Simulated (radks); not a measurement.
Values are calculated unless marked as measured or tabulated.
Problem. Ionisation of Xe2+, [Kr] 4d10 5s2 5p4, to Xe3+, [Kr] 4d10 5s2 5p3, under several functionals. Dirac Kohn-Sham, spin-unpolarised, spherical densities, finite nucleus; open shells are shared between the two j in proportion to 2j + 1; a radial shooting solver on a logarithmic mesh with Libxc functionals. Known Delta-SCF values: SOGGA 31.713 eV; BP86 31.905 eV; PW91 31.843 eV. What does Wu-Cohen GGA give, and what is its highest occupied eigenvalue?

Solution. 31.837 eV by Delta-SCF; the 5p3/2 eigenvalue is -26.199 eV. NIST: 31.05 eV (semi-empirical).

Beside tabulated values, note that spin-unpolarised runs miss the spin-polarisation part of the exchange energy of open shells.
